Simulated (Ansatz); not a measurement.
Frontier orbitals of F₂H₂S₂Zr, SMILES `[F][Zr]([F])([SH])[SH]`.

Charge 0, multiplicity 1. Correlated methods include outer-core shells of Zr, which these sets cover unevenly. Zr takes the def2 core potential. All single points use the PBE0-D4/def2-TZVP geometry. It is one conformer, not always the lowest. Basis def2-TZVPP, the Gaussian-basis code of Ansatz.

Orbital energies of one run (eV). Highest occupied ones, from the top: -7.84, -8.51, -9.01, -9.23, -11.70, -11.75, -12.18, -12.49, -12.59, -12.80, -13.22, -13.34, -20.22, -20.34. Empty: -2.16, -1.77, -1.37, -0.82, -0.63, -0.49.

Problem. Which functional gave them?
A. PBE0
B. r2SCAN
C. HSE06 (plane-wave form)
D. r2SCANh

Solution. A. HOMO energies: PBE0 -7.84, HSE06 -7.44, r2SCAN -6.94, r2SCANh -7.38 eV.
